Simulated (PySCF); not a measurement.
**How methods differ on the excitation energy of Fe**

Fe [Ar] 3d6 4s2 (5D) → Fe [Ar] 3d6 4s1 4p1 (high-spin determinant), as a difference of total energies. Calculation: PySCF 2.14, in aug-cc-pVDZ-DK; scalar relativity by spin-free X2C-1e. Correlated levels: valence: [Ar] frozen. The calculations carry no spin-orbit coupling.

| method | excitation energy (eV) |
| --- | --- |
| UHF | 1.297 |
| MP2 (valence) | 2.161 |
| SCS-MP2 (valence) | 2.427 |
| CCSD (valence) | 2.305 |
| CCSD(T) (valence) | 2.361 |

Question: How much does correlation contribute at CCSD(T) (valence)?

Answer: 2.361 − (1.297) = 1.064 eV, measured against UHF.

The determinant of the upper state mixes LS terms, which raises its energy above the lowest term, most at the Hartree-Fock and MP2 levels.
